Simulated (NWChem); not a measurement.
System: CH6SSi; SMILES C[SiH2]S

```xyz
9

Si     0.5585     0.4754     0.0098
C     -0.7509     1.8153    -0.0640
S     -0.2760    -1.5072    -0.1322
H      1.4773     0.5567    -1.1629
H      1.3578     0.6131     1.2661
H     -1.4293     1.7523     0.8009
H     -0.2815     2.8121    -0.0560
H     -1.3522     1.7186    -0.9804
H     -0.9677    -1.4269     1.0263
```
Atoms are numbered in this order, from 1.

Computed with NWChem. Pople sets run with spherical d functions. Coordinates come from a PBE0/def2-SVP optimisation. GIAO values for the isolated, static molecule; σ is the absolute isotropic shielding, δ = σ(reference) − σ with the isolated reference molecule computed at the same levels (13C: tetramethylsilane, 1H: tetramethylsilane, 29Si: tetramethylsilane).

```tsv
level	δ Si1 (ppm)	δ C2 (ppm)	σ S3 (ppm)	δ H4 (ppm)	δ H5 (ppm)	δ H6 (rotor mean) (ppm)	δ H9 (ppm)
B3LYP/6-311G**	___	___	___	___	___	0.34	___
LDA (Slater exchange, VWN5)/pcSseg-1	-24.4	1.1	713.2	4.98	5.29	0.35	0.22
Hartree-Fock/6-31G*	-11.5	0.8	782.7	4.61	4.70	0.27	-0.28
```

Question: What belongs in the gaps?

Answer: 
- B3LYP/6-311G**, δ Si1 (ppm): -22.2
- B3LYP/6-311G**, δ C2 (ppm): 1.8
- B3LYP/6-311G**, σ S3 (ppm): 703.8
- B3LYP/6-311G**, δ H4 (ppm): 4.69
- B3LYP/6-311G**, δ H5 (ppm): 4.96
- B3LYP/6-311G**, δ H9 (ppm): 0.13
